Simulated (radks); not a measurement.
Results of a calculation; reference values are marked as such.
Coulomb parameter of the 3d shell of the nickel ion Ni3+ in the model configuration [Ar] 3d5.5 4s1.5, as a second difference U = [E(n + 0.25) + E(n - 0.25) - 2 E(n)] / (0.25)^2 with all orbitals relaxed. "Bare": the charge of the atom changes with n. "Screened": the 4s shell takes up the change at fixed total charge, which measures U(3d,3d) + U(4s,4s) - 2 U(3d,4s). Code: a radial shooting solver on a logarithmic mesh with Libxc functionals. Model: Dirac Kohn-Sham, PBE, spin-unpolarised, spherical densities, finite nucleus; open shells are shared between the two j in proportion to 2j + 1; Fermi nuclear charge, rms radius 3.7757 fm.

| case | configuration | E - E(n) (eV) |
|---|---|---|
| start | [Ar] 3d5.5 4s1.5 | 0.000 |
| bare +0.25 | [Ar] 3d5.75 4s1.5 | -14.131 |
| bare -0.25 | [Ar] 3d5.25 4s1.5 | 15.499 |
| screened +0.25 | [Ar] 3d5.75 4s1.25 | -5.233 |
| screened -0.25 | [Ar] 3d5.25 4s1.75 | 5.602 |

U(bare) = 21.879 eV, U(screened by 4s) = 5.906 eV.
